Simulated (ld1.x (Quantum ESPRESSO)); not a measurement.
# What one change does to a pseudopotential (palladium (Pd), PAW)

```json
{
  "Element": "palladium",
  "Generator": "ld1.x (Quantum ESPRESSO) 7.5",
  "Type": "PAW",
  "Functional": "BLYP",
  "Relativity": "scalar-relativistic",
  "Frozen core": "[Ar] 3d10",
  "Valence charge": "18",
  "Reference configuration": "4s2 4p6 4d10 5s0 5p0",
  "Partial waves": "4s (bound): rcut 1.35, rcutus 1.45 bohr; 5s (bound, empty): rcut 1.35, rcutus 1.45 bohr; 4p (bound): rcut 1.40, rcutus 1.75 bohr; 5p (bound, empty): rcut 1.40, rcutus 1.75 bohr; 4d (bound): rcut 1.75, rcutus 2.10 bohr; 4d channel at 0.05 Ry: rcut 1.75, rcutus 2.10 bohr",
  "Local potential": "all-electron potential smoothed inside 1.60 bohr (lloc = -2)",
  "Core correction": "Bessel-smoothed model core, default radius (core density twice the valence density)",
  "Augmentation charge": "BESSEL, radius 1.20 bohr"
}
```

All-electron outer shells of the reference configuration (BLYP, scalar-relativistic, ld1.x):

```csv
shell,level (eV),outermost node (bohr),outermost maximum (bohr)
3p,-516.09,0.15,0.34
3d,-325.62,–,0.28
4s,-85.34,0.45,0.85
4p,-51.18,0.46,0.91
4d,-4.03,0.45,1.10
5s,-3.43,1.15,2.67
5p,-0.39,1.32,4.41
```

Change: core correction Bessel-smoothed model core inside 0.88 bohr.

Cutoffs: the cutoffs (Ry, on a coarse ladder) from which the occupation-weighted sum of valence levels, in a spherical-Bessel basis at the reference potential, stays within 10 and 1 mRy of its value at 400 Ry; they do not see the model core or the augmentation charge, which bear on the density cutoff. Errors are all-electron minus pseudo energies relative to the spin-unpolarised reference configuration.

Q: What does the change do?

A: The potential gets neither clearly harder nor softer (35 Ry and 55 Ry → 35 Ry and 55 Ry); of the 7 tests that both files solve, the error grows in 0 and shrinks in 2 by more than 15 % and 0.3 meV (median size 1.2 → 0.1 meV); neither file shows a bound ghost. The default core radius of the base comes out at 0.61 bohr. A wider model core is smoother and lowers the density cutoff, which this test does not measure.

| quantity | base | changed |
| --- | --- | --- |
| cutoff, loose | 35 Ry | 35 Ry |
| cutoff, tight | 55 Ry | 55 Ry |
| bound ghosts | none | none |
| error for 4s2 4p6 4d9 5s0 5p0, meV [ΔE 9.08 eV] | +0.2 | +0.1 |
| error for 4s2 4p6 4d8 5s0 5p0, meV [ΔE 29.82 eV] | +0.2 | -0.1 |
| error for 4s2 4p6 4d7 5s0 5p0, meV [ΔE 64.08 eV] | +1.2 | 0.0 |
| error for 4s2 4p5 4d10 5s0 5p0, meV [ΔE 57.12 eV] | -42 | -42 |
| error for 4s2 4p6 4d9.5 5s0 5p0, meV [ΔE 3.22 eV] | +0.1 | +0.1 |
| error for 4s2 4p6 4d6 5s0 5p0, meV [ΔE 113.28 eV] | +9.3 | +4.8 |
| error for 4s1 4p6 4d10 5s0 5p0, meV [ΔE 91.56 eV] | -49 | -49 |
| s: phases at 2.29 bohr within 0.05 rad from the reference energy up to (Ry; the scan ends near 5) | to the end of the scan | to the end of the scan |
| p: phases at 2.29 bohr within 0.05 rad from the reference energy up to (Ry; the scan ends near 5) | to the end of the scan | to the end of the scan |
| d: phases at 2.29 bohr within 0.05 rad from the reference energy up to (Ry; the scan ends near 5) | to the end of the scan | to the end of the scan |
| lowest overlap eigenvalue by channel | s 0.12, p 0.08, d 1.00 | s 0.12, p 0.08, d 1.00 |
